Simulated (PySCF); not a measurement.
C4H9NSi, SMILES N[SiH]1CC=CC1. Atoms are numbered in the order given.

```xyz
15

N      2.0650    -0.5391     0.5249
Si     0.7829     0.0185    -0.5012
C     -0.6472    -1.2273    -0.5010
C     -1.7160    -0.5050     0.2751
C     -1.5372     0.7915     0.5752
C     -0.2771     1.4771     0.1181
H      1.8447    -0.8465     1.4663
H      2.9598    -0.0627     0.5095
H      1.4098     0.2931    -1.8300
H     -0.3657    -2.1897    -0.0401
H     -0.9868    -1.4716    -1.5238
H     -2.6271    -1.0323     0.5802
H     -2.2984     1.3474     1.1349
H     -0.4886     2.2042    -0.6876
H      0.2013     2.0541     0.9283
```
Charge 0, spin multiplicity 1.

Geometry: PBE0-D3(BJ)/def2-SVP. One conformer was computed; it need not be the lowest.

Computed with PySCF 2.14.0 with PBE0-D3(BJ)/def2-SVP.

Frequencies are harmonic and unscaled.

```tsv
mode	ν (cm⁻¹)	IR (km/mol)	moving atoms (share of kinetic energy)
1	55	1.4	C 41 %, H 37 %, N 20 %
2	166	11.1	H 71 %, C 13 %, N 11 %
3	232	8.6	H 44 %, N 20 %, C 19 %, Si 17 %
4	275	13.3	H 60 %, N 20 %, C 10 %, Si 10 %
5	374	0.2	H 51 %, C 49 %
6	404	193.7	H 72 %, N 26 %
7	460	18.6	Si 45 %, C 41 %, H 11 %
8	611	15.6	H 78 %, C 18 %
9	620	10.8	C 46 %, H 35 %, Si 18 %
10	665	35.8	H 47 %, C 38 %, Si 12 %
11	691	16.8	C 52 %, H 39 %
12	729	45.0	H 83 %, C 15 %
13	762	1.0	H 60 %, C 38 %
14	810	22.3	H 50 %, C 22 %, N 20 %, Si 9 %
15	853	43.5	H 50 %, C 31 %, Si 13 %
16	882	46.4	H 40 %, Si 26 %, N 25 %, C 10 %
17	921	107.4	H 69 %, C 12 %, Si 12 %
18	952	35.9	C 55 %, H 38 %
19	970	34.0	H 60 %, C 40 %
20	990	0.7	H 84 %, C 16 %
21	1113	19.4	H 80 %, C 20 %
22	1114	5.8	H 79 %, C 21 %
23	1117	33.1	H 84 %, C 15 %
24	1201	6.8	C 54 %, H 45 %
25	1231	26.1	H 64 %, C 35 %
26	1370	0.1	H 63 %, C 37 %
27	1408	7.6	H 89 %, C 11 %
28	1411	8.7	H 89 %, C 11 %
29	1546	46.7	H 90 %, N 10 %
30	1710	14.4	C 93 %
31	2226	158.9	H 97 %
32	3048	14.9	H 94 %
33	3055	10.9	H 94 %
34	3100	7.2	H 91 %, C 9 %
35	3104	4.9	H 91 %, C 9 %
36	3167	3.8	H 92 %
37	3190	32.0	H 91 %, C 9 %
38	3605	26.5	H 96 %
39	3704	27.7	H 91 %, N 9 %
```
